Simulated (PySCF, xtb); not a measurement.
SrCl, SMILES [Cl][Sr+], charge +1.

xtb with GFN2-xTB at its own geometry gives an orbital gap of 1.53 eV.

Geometry optimised at B3LYP-D3(BJ)/def2-TZVPD. The spin state was assumed, not searched. The def2 effective core potentials stand for the cores of Sr; spin–orbit coupling is left out.

Task: What does PySCF with PBE0/def2-TZVPD give? (An estimate is asked for; the answer gives what the named calculation found.)

Result: gap 5.54 eV (levels -12.46 and -6.92 eV).
